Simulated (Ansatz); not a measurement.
C₃H₉B (`BCCC`): the same geometry under several functionals.

```yaml
crystal:
  periodic: [false, false, false]
  atoms:
    - {symbol: B, position_ang: [-1.103058, 1.727720, -0.635853]}
    - {symbol: C, position_ang: [-0.534061, 0.289542, -0.559598]}
    - {symbol: C, position_ang: [0.535439, -0.019635, 0.479932]}
    - {symbol: C, position_ang: [0.902525, -1.491916, 0.548444]}
    - {symbol: H, position_ang: [-1.801937, 2.048204, -1.555672]}
    - {symbol: H, position_ang: [-0.906329, 2.528881, 0.235575]}
    - {symbol: H, position_ang: [-0.237463, -0.067017, -1.555518]}
    - {symbol: H, position_ang: [-1.442913, -0.310389, -0.350769]}
    - {symbol: H, position_ang: [0.191562, 0.322993, 1.461614]}
    - {symbol: H, position_ang: [1.432002, 0.569597, 0.258583]}
    - {symbol: H, position_ang: [1.276385, -1.849357, -0.415478]}
    - {symbol: H, position_ang: [0.031903, -2.101813, 0.807394]}
    - {symbol: H, position_ang: [1.676345, -1.681710, 1.296144]}
basis:
  gaussian: {orbitals: def2-TZVPP}
hamiltonian: {xc: {name: CAM-B3LYP}, dispersion: d4}
output: {orbitals: {seedname: orbitals}}
```

```sh
$ ansatz run in.yaml --threads 2 --pin off --events-out ev --progress --plain --max-ram 4352MiB
```

It prints (some lines left out):

```
Functional definition: CAM-B3LYP
1240 factors; their error is unknown
357 factors; integrals over basis functions are off by at most 1.5e-5 eV
mean field evaluation 1: about -3925.5677 eV, gradient 5.6e1 eV
mean field evaluation 2: about -3926.3807 eV, gradient 5.1e1 eV
mean field evaluation 4: about -3932.6920 eV, gradient 1.5e0 eV
mean field evaluation 8: about -3932.6699 eV, gradient 6.3e-1 eV
mean field evaluation 16: about -3932.6704 eV, gradient 4.7e-5 eV
mean field -3932.67043946 eV, -144.5229729904 hartree, gradient 4.7e-5 eV, S^2 0.000000; 0 other end points of the search recorded, 0 dependent functions left out
reference -3932.67058629 eV, -144.5229783861 hartree; 16, 16 occupied and 234, 234 virtual orbitals, 1240 factors
Total energy: -3932.83287262 eV, -144.5289422991 hartree
```

Hardware: 2 threads of an Arm Neoverse V2 on a shared host. Wall time 4.4 s, peak host memory 0.55 GiB.

The same input with `hamiltonian: {xc: {name: PBE-QIDH}}` (abridged; 7.5 s):

```
Functional definition: PBE-QIDH
mean field evaluation 16: about -3922.9885 eV, gradient 1.5e-5 eV
mean field -3922.98852187 eV, -144.1671690816 hartree, gradient 3.4e-6 eV, S^2 0.000000
4 core orbitals not correlated: weight in the atoms' cores, before any rotation towards them, 1.000 or more for the frozen orbitals, at most 0.000 for the correlated occupied ones
second order -19.40639443 eV of doubles, -0.00000000 eV of singles
Total energy: -3929.45733424 eV, -144.4048935515 hartree
```

The same input with `hamiltonian: {xc: {name: B2PLYP}}` (abridged; 7.5 s):

```
Functional definition: B2PLYP
mean field evaluation 16: about -3925.4812 eV, gradient 1.5e-5 eV
mean field -3925.48121482 eV, -144.2587738580 hartree, gradient 3.3e-6 eV, S^2 0.000000
4 core orbitals not correlated: weight in the atoms' cores, before any rotation towards them, 1.000 or more for the frozen orbitals, at most 0.000 for the correlated occupied ones
second order -20.82555954 eV of doubles, -0.00000000 eV of singles
Total energy: -3931.10430409 eV, -144.4654185771 hartree
```

With the line `hamiltonian: {xc: pbe, dispersion: d4}` and forces (abridged; 3.7 s):

```
Functional definition: PBE
mean field evaluation 16: about -3928.9544 eV, gradient 5.6e-4 eV
mean field -3928.95439268 eV, -144.3864107900 hartree, gradient 2.0e-5 eV, S^2 0.000000
Total energy: -3929.15085231 eV, -144.3936305483 hartree
Atom 0 force    -0.013053    -0.037098    -0.017757 eV/Å
Atom 1 force     0.015689     0.236702     0.015516 eV/Å
Atom 2 force     0.007545    -0.025035     0.015480 eV/Å
Atom 3 force     0.025340    -0.015298     0.020387 eV/Å
Atom 4 force    -0.075776     0.037008    -0.098357 eV/Å
Atom 5 force     0.024140     0.084581     0.094126 eV/Å
Atom 6 force     0.034154    -0.093154    -0.207803 eV/Å
Atom 7 force    -0.187912    -0.124414     0.017453 eV/Å
Atom 8 force    -0.061906     0.077469     0.192626 eV/Å
Atom 9 force     0.171120     0.123095    -0.039154 eV/Å
Atom 10 force     0.073830    -0.080759    -0.186266 eV/Å
Atom 11 force    -0.166932    -0.129189     0.049226 eV/Å
Atom 12 force     0.153760    -0.053907     0.144523 eV/Å
Dipole moment:     0.050044    -0.145788     0.010907 e Å
```

Changing it to `hamiltonian: {xc: r2scan, dispersion: d4}` and forces (abridged; 7 s):

```
Functional definition: r2SCAN
mean field evaluation 16: about -3932.4222 eV, gradient 3.2e-4 eV
mean field -3932.42224042 eV, -144.5138518439 hartree, gradient 5.3e-5 eV, S^2 0.000000
Total energy: -3932.47263570 eV, -144.5157038364 hartree
Atom 0 force    -0.030654     0.036193    -0.013569 eV/Å
Atom 1 force    -0.085175     0.083400    -0.092382 eV/Å
Atom 2 force     0.071884     0.076038     0.102493 eV/Å
Atom 3 force     0.043641    -0.136315     0.013305 eV/Å
Atom 4 force     0.019993    -0.011620     0.027874 eV/Å
Atom 5 force     0.001242    -0.028005    -0.019920 eV/Å
Atom 6 force    -0.006478    -0.022945     0.003016 eV/Å
Atom 7 force     0.000130    -0.013336    -0.007626 eV/Å
Atom 8 force     0.000852     0.001314    -0.005612 eV/Å
Atom 9 force    -0.006044     0.002733    -0.000640 eV/Å
Atom 10 force    -0.008495     0.006271     0.012975 eV/Å
Atom 11 force     0.010569     0.010316    -0.006810 eV/Å
Atom 12 force    -0.011466    -0.004045    -0.013103 eV/Å
Dipole moment:     0.047753    -0.138605     0.009866 e Å
```

Changing it to `hamiltonian: {xc: {name: wB97X-V}}` (abridged; 11 s):

```
Functional definition: wB97X-V
mean field evaluation 16: about -3934.1031 eV, gradient 2.6e-5 eV
mean field -3934.10313608 eV, -144.5756236202 hartree, gradient 2.6e-5 eV, S^2 0.000000
Total energy: -3934.10313379 eV, -144.5756235359 hartree
```
